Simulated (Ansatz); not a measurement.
Reactions of `S[Si](Cl)(Cl)Cl`.

Program: Ansatz. Geometries: PBE0-D4/def2-TZVP. ΔE: electronic, gas phase. CCSD(T)/CBS adds triple-zeta CCSD(T) − MP2 to the extrapolated MP2 energy (def2 sets, frozen cores). This one scheme is used for every species. DFT in def2-TZVPP. For Ge outer-core shells are correlated without core-valence functions, which leaves a few kJ/mol of doubt a bond. Scalar relativity is left out up to krypton. One conformer a species, not always the lowest.

```csv
reaction,CCSD/CBS(def2) (eV),HF/CBS(def2) (eV),ωB97X-V (eV),r2SCAN-D4 (eV),CCSD(T)/CBS(def2) (eV)
`S[Si](Cl)(Cl)Cl` + H–F → `F[Si](Cl)(Cl)Cl` + H₂S,-0.88,-1.17,-0.89,-0.89,-0.83
`S[Si](Cl)(Cl)Cl` + `N[SiH](F)S` → `S[Si](S)(Cl)Cl` + `N[SiH](F)Cl`,-0.08,-0.09,-0.07,-0.07,-0.08
`S[Si](Cl)(Cl)Cl` + H₂O → `O[Si](Cl)(Cl)Cl` + H₂S,-0.53,-0.76,-0.54,-0.52,-0.49
`S[Si](Cl)(Cl)Cl` + `C[NH][GeH3]` → `S[SiH](Cl)Cl` + `C[NH][GeH2][Cl]`,-0.02,-0.17,-0.02,0.00,0.00
`S[Si](Cl)(Cl)Cl` + HCl → silicon tetrachloride + H₂S,-0.35,-0.44,-0.35,-0.34,-0.34
`S[Si](Cl)(Cl)Cl` + `CC(C)N` → `CC(C)N[Si](Cl)(Cl)Cl` + H₂S,-0.22,-0.28,-0.23,-0.17,-0.21
```

Largest T1 diagnostic: 0.011, for `N[SiH](F)S`.
